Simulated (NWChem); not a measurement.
C$_{2}$H$_{8}$Si$_{2}$; SMILES [SiH2]([SiH3])C=C

```xyz
12

C      0.5487     2.5844    -0.3168
C      0.2720     1.5518     0.4903
Si    -0.8043     0.0979    -0.0057
Si     0.3992    -1.9263    -0.0406
H      1.1853     3.4115    -0.0044
H      0.1498     2.6515    -1.3274
H      0.7102     1.5542     1.4905
H     -1.9432    -0.0517     0.9478
H     -1.3680     0.3660    -1.3602
H      1.4809    -1.8875    -1.0647
H     -0.5000    -3.0721    -0.3583
H      1.0310    -2.1906     1.2839
```
Atoms are numbered in this order, from 1.

Results from NWChem. Medium grid unless said otherwise, to which SCAN and Minnesota functionals are sensitive. All runs use the structure optimised with B3LYP/6-31G* (spherical d).

Task: Order these by “orbital gap (eV)”, lowest first: TPSSh/def2-TZVP; PBE/def2-TZVP; Hartree-Fock/def2-TZVP.

Result: PBE/def2-TZVP (4.93), TPSSh/def2-TZVP (5.98), Hartree-Fock/def2-TZVP (12.93)
